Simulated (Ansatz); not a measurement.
Changing the shape of AuO, doublet

Program: Ansatz, Gaussian basis, development build. Basis cc-pwCVTZ-PP on Au, cc-pVTZ on O, scalar-relativistic core potentials (60 electrons on Au), no spin–orbit coupling, 1 orbital frozen in the corrections; active space CAS(15,9). Restricted Hartree–Fock, then the lowest state-specific CASSCF solution met for each case. Coupled cluster stands on the determinant that it favours, not always the lowest RHF. Single-reference values can break down or jump between states where bonds are stretched. Unlike active orbitals can shift such differences by tenths of an eV, at times by over 1 eV.

Case A: bond length 1.8490 Å.

Case B: bond length 2.1264 Å.

Energy less that of case A, in eV:

```tsv
case	RHF/ROHF	CASSCF	CCSD(T)
B	-0.016	-0.093	+0.379
```

Task: Give the SC-NEVPT2 energies against case A.

Result: B: +0.481 eV (11.1 kcal/mol).

Task: Which case is lowest, and do the methods agree?

Result: A is lowest in SC-NEVPT2. CASSCF puts B lowest.
